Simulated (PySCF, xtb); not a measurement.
Mg(NH2)(OSiH3) (H5MgNOSi), SMILES [NH2][Mg][O][SiH3].

GFN2-xTB run with xtb 6.7.1 at its own geometry gives an orbital gap of 1.95 eV and a dipole moment of 3.08 D.

Coordinates come from a B3LYP-D3(BJ)/def2-SVP optimisation. The values are those of a single conformer.

Task: What does CAM-B3LYP/def2-TZVPD run with PySCF give? (The exact figures need the calculation; the answer reports its results.)

Result: gap 7.44 eV (levels -8.05 and -0.61 eV), dipole 1.96 D.
